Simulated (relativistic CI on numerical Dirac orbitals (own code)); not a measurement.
Tc⁺: resonant inelastic scattering at the L2,3 edge

Computed with this model: Dirac-Coulomb-Breit CI, separate exchange-only KLI orbitals for each configuration, model QED (radiative potential, 1s self-energy scaled to tabulated hydrogen-like ionisation energies), Kramers-Heisenberg scattering through one core-hole configuration in a parametric crystal field, unscaled Slater integrals; configurations [Kr] 4d6 → [He] 2s2 2p5 3s2 3p6 3d10 4s2 4p6 4d7; 300 K; core-hole width 1.6 eV; summed over polarisations. Incident energies are the highest absorption maxima for each field (at most a few, so the weaker spin-orbit partner edge can be absent), on the computed scale of the free ion. Intensities are in per cent of the strongest line above 0.02 eV; levels within 1 cm⁻¹ are merged; final levels count from the ground level, the first row holds all elastic scattering, lines under 0.4 are left out and each table stops after 24 rows. The scale of the Slater integrals is a model choice and moves the terms in proportion. The configuration is assumed, with all valence electrons in the open shell; the free ion's ground configuration is another.

Field parameters in Wybourne normalisation: D3d B²₀ = −7Dσ, B⁴₀ = −14Dq − 21Dτ, B⁴₃ = −14√(10/7) Dq. The field is a parameter set, without covalency.

S is read from ⟨S²⟩ = S(S + 1).

D3d, 10Dq = 12550, Dσ = -1200, Dτ = 230 cm⁻¹:

```csv
Final level (eV),Degeneracy,Irrep,S,2678.4 eV,2794.8 eV
0.000,1,A1,0.17,615.5,53.8
0.210,2,E,1.99,2.4,0.3
0.240,1,A1,1.98,1.0,1.9
0.242,1,A2,1.98,0.8,0.1
0.265,2,E,1.97,1.3,0.1
0.288,2,E,1.96,1.4,0.2
0.313,1,A1,1.94,1.8,3.8
0.549,2,E,1.86,3.0,0.5
0.550,1,A1,1.92,2.0,3.0
0.551,2,E,1.92,3.0,0.4
0.718,2,E,1.19,14.9,8.0
0.734,2,E,1.10,5.4,2.4
0.764,1,A1,1.09,2.8,3.8
0.848,2,E,1.14,3.6,2.0
0.899,1,A1,1.09,17.1,30.7
1.129,1,A2,0.98,31.7,3.6
1.151,2,E,1.00,37.1,15.3
1.257,2,E,0.98,60.1,7.5
1.308,2,E,1.00,30.9,17.0
1.340,1,A1,1.00,15.6,9.2
1.342,1,A2,1.00,7.9,1.9
1.519,2,E,0.18,100.0,44.8
1.606,1,A2,0.15,39.7,16.8
2.081,1,A2,1.93,0.6,0.0
```

D3d, 10Dq = 12550, Dσ = -860, Dτ = 230 cm⁻¹:

| Final level (eV) | Degeneracy | Irrep | S | 2678.4 eV | 2794.8 eV |
| --- | --- | --- | --- | --- | --- |
| 0.000 | 1 | A1 | 0.16 | 617.4 | 53.7 |
| 0.235 | 2 | E | 1.98 | 2.6 | 0.3 |
| 0.261 | 1 | A1 | 1.98 | 1.0 | 1.6 |
| 0.266 | 1 | A2 | 1.98 | 0.9 | 0.1 |
| 0.285 | 2 | E | 1.97 | 1.8 | 0.1 |
| 0.307 | 2 | E | 1.96 | 1.6 | 0.3 |
| 0.332 | 1 | A1 | 1.94 | 1.9 | 3.9 |
| 0.439 | 1 | A1 | 1.94 | 1.7 | 2.8 |
| 0.440 | 2 | E | 1.94 | 1.5 | 0.3 |
| 0.445 | 2 | E | 1.94 | 2.2 | 0.2 |
| 0.709 | 2 | E | 1.10 | 16.9 | 8.2 |
| 0.728 | 2 | E | 1.08 | 7.4 | 3.8 |
| 0.745 | 1 | A1 | 1.09 | 0.8 | 0.3 |
| 0.811 | 2 | E | 1.11 | 2.4 | 1.0 |
| 0.880 | 1 | A1 | 1.06 | 18.5 | 34.5 |
| 1.109 | 1 | A2 | 0.98 | 33.8 | 3.3 |
| 1.132 | 2 | E | 1.00 | 36.0 | 15.2 |
| 1.257 | 2 | E | 0.97 | 62.2 | 8.1 |
| 1.304 | 2 | E | 1.00 | 29.4 | 16.5 |
| 1.330 | 1 | A1 | 1.00 | 16.2 | 9.5 |
| 1.332 | 1 | A2 | 0.99 | 8.3 | 1.2 |
| 1.529 | 2 | E | 0.17 | 100.0 | 44.3 |
| 1.561 | 1 | A2 | 0.15 | 40.4 | 17.8 |
| 2.034 | 1 | A2 | 1.94 | 0.6 | 0.0 |

D3d, 10Dq = 12550, Dσ = -510, Dτ = 230 cm⁻¹:

```
Final level (eV)  Degeneracy  Irrep     S  2678.4 eV  2794.8 eV
           0.000           1     A1  0.16      630.7       54.2
           0.264           2      E  1.99        2.6        0.4
           0.276           1     A1  2.00        0.9        0.3
           0.297           1     A2  1.98        0.9        0.2
           0.298           2      E  1.97        3.9        0.2
           0.311           2      E  1.97        2.5        0.4
           0.342           1     A1  1.93        3.3        7.3
           0.360           1     A1  1.94        0.5        0.7
           0.700           2      E  1.05       24.2       11.8
           0.715           2      E  1.09        2.1        0.7
           0.718           1     A1  1.09        0.5        0.4
           0.788           2      E  1.10        3.1        1.0
           0.871           1     A1  1.05       18.5       35.2
           1.094           1     A2  0.98       36.4        3.1
           1.118           2      E  1.00       36.0       15.2
           1.262           2      E  0.97       65.4        8.8
           1.307           2      E  1.00       28.3       16.1
           1.328           1     A2  0.99        9.3        0.6
           1.328           1     A1  1.00       17.0       10.1
           1.519           1     A2  0.17       41.1       19.1
           1.538           2      E  0.17      100.0       44.5
           1.997           1     A2  1.93        0.6        0.0
           2.002           2      E  1.93        0.5        0.1
           2.008           2      E  1.92        0.9        0.0
```

For the first field the strongest loss at the lowest incident energy is the level at 1.52 eV (S = 0.18, against 0.17 in the thermal ground state). Levels of other spin, the first over 8 % at 0.72 eV, appear because spin-orbit coupling of the core hole, and in heavier ions of the valence shell too, mixes spins.
